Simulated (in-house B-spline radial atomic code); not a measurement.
Configurations of O3+, with energies counted from [He] 2s2 2p1. Method: non-relativistic B97-1, spin-polarised, spherical fractional occupations, exact exchange averaged over the configuration, point nucleus. Calculated with an all-electron radial atomic-structure program (B-spline basis). Shells without spins written out take the highest spin.

| configuration | E - E(ref) (eV) | highest orbital | its <r> (bohr) |
| --- | --- | --- | --- |
| [He] 2s2 3p1 | 48.309 | 3p up | 2.588 |
| [He] 2s2 3d1 | 52.03 | 3d up | 2.407 |
| [He] 2s1 2p1 3s1 | 53.974 | 3s up | 2.503 |

Q: Order these further configurations by energy, lowest first.
A. [He] 2s1 2p2
B. [He] 2s1 2p1 3d1
C. [He] 2s2 3s1

A: A (8.6003 eV), C (44.559 eV), B (61.278 eV).
